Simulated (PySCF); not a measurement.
Species: C7H13FO2.
Structure used (PBE0-D3(BJ)/def2-SVP), in Å, numbered top down from 1:
```xyz
23
C7H13FO2 angstrom
C      3.3247   -0.1305    0.5406
C      2.1998   -1.1097    0.2837
F      2.2436   -1.5476   -1.0112
C      0.8556   -0.4783    0.6227
O      0.6004   -0.1368    1.7508
O      0.0772   -0.3559   -0.4360
C     -1.2581    0.2246   -0.3477
C     -2.1245   -0.6197    0.5773
C     -1.7588    0.1478   -1.7810
C     -1.1601    1.6715    0.1177
H      3.2295    0.7357   -0.1312
H      3.2855    0.2192    1.5809
H      4.2943   -0.6129    0.3557
H      2.2989   -1.9867    0.9483
H     -1.7635   -0.5717    1.6123
H     -3.1607   -0.2518    0.5464
H     -2.1244   -1.6691    0.2465
H     -1.7861   -0.8966   -2.1235
H     -2.7717    0.5693   -1.8527
H     -1.0939    0.7119   -2.4508
H     -2.1552    2.1386    0.0758
H     -0.7851    1.7319    1.1469
H     -0.4880    2.2401   -0.5425
```

All values: PBE0/pcSseg-1 (PySCF, non-relativistic), on one gas-phase PBE0-D3(BJ)/def2-SVP geometry that isn't relaxed in the solvent. The solvent is an IEF-PCM continuum (van der Waals radii × 1.2). Specific hydrogen bonds and non-electrostatic terms are outside this model.

Gas phase at PBE0/pcSseg-1: HOMO -7.83 eV, LUMO 0.16 eV, dipole 1.06 D.

Task: What does the continuum do to the energy, the frontier levels and the dipole at PBE0/pcSseg-1 in cyclohexane and acetonitrile?

Result: 
```csv
solvent,ε,E(solvent) − E(gas) (kcal/mol),polarisation term (kcal/mol),distortion of the solute (kcal/mol),HOMO (eV),LUMO (eV),dipole (D)
cyclohexane,2.017,-2.36,-2.47,0.11,-7.88,0.15,1.17
acetonitrile,35.69,-5.85,-6.53,0.68,-7.98,0.09,1.35
```

The polarisation term is half the interaction of the solute with the surface charges that it induces; the rest is the cost of distorting the solute's density. The sum is the electrostatic part of solvation alone. From cyclohexane to acetonitrile the lowering changes by a factor 2.47, Onsager's factor (ε − 1)/(2ε + 1) by 2.37 and ε itself by 17.7.

Task: Which radius a makes the point-dipole formula ΔE = −[(ε − 1)/(2ε + 1)]·μ²/a³ give the value in acetonitrile, with the gas-phase dipole?

Result: μ = 0.418 au and |ΔE| = 0.00932 Eh give a = 1.10 Å; the farthest nucleus lies 4.35 Å from the centroid of the nuclei, so such a sphere wouldn't even hold the nuclei. The formula assumes a rigid point dipole at the centre of a sphere.

Task: Give the dipole vector in the frame of the coordinates (D, pointing from negative to positive charge), gas and acetonitrile.

Result: Gas (-0.77, 0.65, -0.35), solvent (-0.98, 0.77, -0.52). Its length changes by +27 % and its direction by 4°.

Task: Which Hirshfeld charges (PBE0/pcSseg-1) respond most in acetonitrile (means over atoms taken as equivalent)?

Result: 
| atoms | environment | gas (e) | solvent (e) | change |
| --- | --- | --- | --- | --- |
| O5 | ester carbonyl oxygen | -0.245 | -0.267 | -0.022 |
| F3 | alkyl fluorine | -0.114 | -0.128 | -0.014 |
| H14 | methine hydrogen | +0.051 | +0.060 | +0.009 |
| O6 | ester single-bonded oxygen | -0.087 | -0.092 | -0.005 |
| C4 | ester carbonyl carbon | +0.210 | +0.215 | +0.005 |
| H11/H12/H13 | methyl hydrogen | +0.048 | +0.052 | +0.004 |
| H15 (×9) | methyl hydrogen | +0.042 | +0.044 | +0.002 |
| C1 | methyl carbon | -0.122 | -0.121 | +0.001 |

Task: How do the nuclear quadrupole coupling constants eQVzz/h respond in acetonitrile?

Result: 
```json
{"nucleus": "17O at O5", "Q (barn)": "-0.0256", "gas (MHz)": "9.43", "solvent (MHz)": "9.29", "η gas": "0.08", "η solvent": "0.01"}
{"nucleus": "17O at O6", "Q (barn)": "-0.0256", "gas (MHz)": "-10.09", "solvent (MHz)": "-9.89", "η gas": "0.18", "η solvent": "0.17"}
```
